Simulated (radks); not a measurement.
Results of a calculation; reference values are marked as such.
Question: The germanium anion Ge4-, [Kr], held by a Watson sphere: a shell of charge +4 at radius R that stands for the Madelung well of a crystal (potential energy -4/R inside, -4/r outside, in hartree with lengths in bohr). Code: a radial shooting solver on a logarithmic mesh with Libxc functionals. Model: scalar-relativistic Kohn-Sham, LDA (Slater exchange, VWN5 correlation), spin-polarised, spherical densities, point nucleus. Response by self-consistent Sternheimer equations with the Hartree and adiabatic LDA kernel, the relativistic mass of each level held fixed and spin-orbit coupling left out. The sphere does not respond.

| R (bohr) | e(3d) (eV) | e(4s) (eV) | e(4p) (eV) | <r> 4p (bohr) | sum of <r^2> (bohr^2) | X-ray form factor at sin(theta)/lambda = 0.3 1/angstrom | alpha (bohr^3) |
|---|---|---|---|---|---|---|---|
| 2.96 | -27.445 | -13.002 | -6.157 | 2.946 | 83.49 | 21.861 | 69.98 |
| 4.47 | -26.507 | -10.075 | -4.034 | 3.818 | 127.9 | 22.040 | 219.4 |
| 4.65 | -26.481 | -9.898 | -3.862 | 3.925 | 134.1 | 22.043 | 248.3 |
| 4.96 | -26.452 | -9.651 | -3.596 | 4.109 | 145.2 | 22.047 | 305.0 |

Estimate the row for R = 2.29 bohr.

Answer: e(3d) (eV) -29.430; e(4s) (eV) -15.485; e(4p) (eV) -7.470; <r> 4p (bohr) 2.577; sum of <r^2> (bohr^2) 67.55; X-ray form factor at sin(theta)/lambda = 0.3 1/angstrom 21.736; alpha (bohr^3) 41.23.
